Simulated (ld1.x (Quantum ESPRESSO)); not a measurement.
**Building the TM potential for S (BP86, scalar-relativistic).**

```
Element                 : sulfur
Generator               : ld1.x (Quantum ESPRESSO) 7.5
Type                    : norm-conserving Troullier–Martins (Kleinman–Bylander form)
Functional              : BP86
Relativity              : scalar-relativistic
Frozen core             : [Ne]
Valence charge          : 6
Reference configuration : 3s2 3p2 (charge +2)
Partial waves           : 3s (bound): rc 1.20 bohr; 3p (bound): rc 1.40 bohr; 3d channel at 0.5 Ry: rc 1.40 bohr
Local potential         : all-electron potential smoothed inside 0.95 bohr (lloc = -1)
Core correction         : none
```

All-electron outer shells of the reference configuration (BP86, scalar-relativistic, ld1.x):

| shell | level (eV) | outermost node (bohr) | outermost maximum (bohr) |
| --- | --- | --- | --- |
| 3s | -39.50 | 0.60 | 1.37 |
| 3p | -28.08 | 0.57 | 1.50 |

Calculated quality:

```
Cutoffs needed           : 45 Ry and 110 Ry (the cutoffs (Ry, on a coarse ladder) from which the occupation-weighted sum of valence levels, in a spherical-Bessel basis at the reference potential, stays within 10 and 1 mRy of its value at 400 Ry)
Ghost test               : no extra level below or beside the all-electron valence levels (s, p, d, f tested) (spherical-Bessel basis up to 400 Ry, 20 bohr box)
Largest excitation error : +676 meV (all-electron minus pseudo) for 3s2 3p0, out of 7 test configurations
```

Generation and tests took about 15 s on one core of a shared server CPU.
